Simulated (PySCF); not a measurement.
CH6GeZn, SMILES [CH3][Zn][GeH3]. Atoms are numbered in the order given.

```xyz
9

Zn     0.0000     0.0000    -0.9126
C      0.0000     0.0000    -2.8770
H     -1.0090    -0.2026    -3.2728
H      0.6800    -0.7725    -3.2728
H      0.3290     0.9752    -3.2728
Ge     0.0000     0.0000     1.5041
H      1.4223    -0.1235     2.1091
H     -0.6042     1.2935     2.1091
H     -0.8182    -1.1700     2.1091
```
Charge 0, spin multiplicity 1.

Coordinates come from a B3LYP-D3(BJ)/def2-SVP optimisation. The structure was generated by enumeration; whether it is a known compound was not checked.

Two levels are set side by side: PBE/pcSseg-1 (PySCF) and KT2/pcSseg-1 (PySCF). GIAO shifts against GeH4 (⁷³Ge), TMS (¹H), TMS (¹³C) at the same level; non-relativistic, no solvent, atoms listed together averaged. Differences are taken from unrounded values.

| quantity | KT2 |
|---|---|
| δ(¹³C) of C2 (ppm) | -2.0 |
| δ(¹H) of H3, H4, H5 (ppm) | 0.25 |
| δ(⁷³Ge) of Ge6 (ppm) | -95.1 |
| δ(¹H) of H7, H8, H9 (ppm) | 3.33 |

Problem. What does PBE give, and how far is it from KT2? (An estimate is asked for; the answer gives what the named calculation found.)

Solution. 
```tsv
quantity	PBE	PBE minus KT2
δ(¹³C) of C2 (ppm)	-2.4	-0.4
δ(¹H) of H3, H4, H5 (ppm)	0.26	0.01
δ(⁷³Ge) of Ge6 (ppm)	-97.8	-2.7
δ(¹H) of H7, H8, H9 (ppm)	3.38	0.05
```

Rough cost on one machine, each run with all the roots and properties that it gave: KT2 against PBE within a factor of 2.
